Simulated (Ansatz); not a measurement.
Ansatz (an electronic-structure program) input file for C3H7ClOSi, SMILES C=C(Cl)[Si@@H](C)O, CAM-B3LYP/def2-SVPD. The structure is a stationary point at ωB97X-D3(BJ)/def2-SVP. The structure was generated by enumeration; whether it is a known compound was not checked. One conformer was computed; it need not be the lowest.

Ansatz 0.2 input:
```yaml
crystal:
  periodic: [false, false, false]
  atoms:
    - {symbol: C, position_ang: [1.64256836, -0.11938683, 1.24786511]}
    - {symbol: C, position_ang: [0.87472117, -0.07034990, 0.15877150]}
    - {symbol: Cl, position_ang: [1.46484507, -0.66095470, -1.38140981]}
    - {symbol: Si, position_ang: [-0.89329843, 0.57022945, 0.08616351]}
    - {symbol: C, position_ang: [-2.03873514, -0.83471214, -0.32721813]}
    - {symbol: O, position_ang: [-1.30657284, 1.17103587, 1.59153502]}
    - {symbol: H, position_ang: [1.23651671, 0.24755978, 2.19579902]}
    - {symbol: H, position_ang: [2.66177743, -0.51892625, 1.23470772]}
    - {symbol: H, position_ang: [-0.93555407, 1.65123673, -0.94285752]}
    - {symbol: H, position_ang: [-3.07049622, -0.48381048, -0.48272909]}
    - {symbol: H, position_ang: [-1.69514411, -1.33836114, -1.24444749]}
    - {symbol: H, position_ang: [-2.03915123, -1.57122006, 0.49174850]}
    - {symbol: H, position_ang: [-0.97288012, 2.04494522, 1.81666534]}
basis:
  gaussian:
    orbitals: def2-SVPD
hamiltonian:
  xc: {name: CAM-B3LYP}
```

Output:

```
WARN ansatz: RAYON_NUM_THREADS=2 ignored (pool sized by the plan → 2); use --threads N
Functional definition: CAM-B3LYP
integrals: 0.18 GiB planned
1653 factors; their error is unknown
integrals: 0.21 GiB planned
679 factors; integrals over basis functions are off by at most 2.1e-5 eV
mean field: 1.78 GiB planned
mean field evaluation 1: about -25653.3235 eV, gradient 6.4e1 eV
mean field evaluation 2: about -25650.2784 eV, gradient 7.6e1 eV
mean field evaluation 4: about -25661.6085 eV, gradient 2.5e0 eV
mean field evaluation 8: about -25661.6214 eV, gradient 6.9e-2 eV
mean field evaluation 16: about -25661.7009 eV, gradient 9.2e-5 eV
mean field -25661.70090069 eV, -943.0501139749 hartree, gradient 1.9e-5 eV, S^2 0.000000; 0 other end points of the search recorded, 0 dependent functions left out
reference -25661.70105546 eV, -943.0501196626 hartree; 32, 32 occupied and 158, 158 virtual orbitals, 1653 factors
Total energy: -25661.70105546 eV, -943.0501196626 hartree
```

Self-consistency was reached.
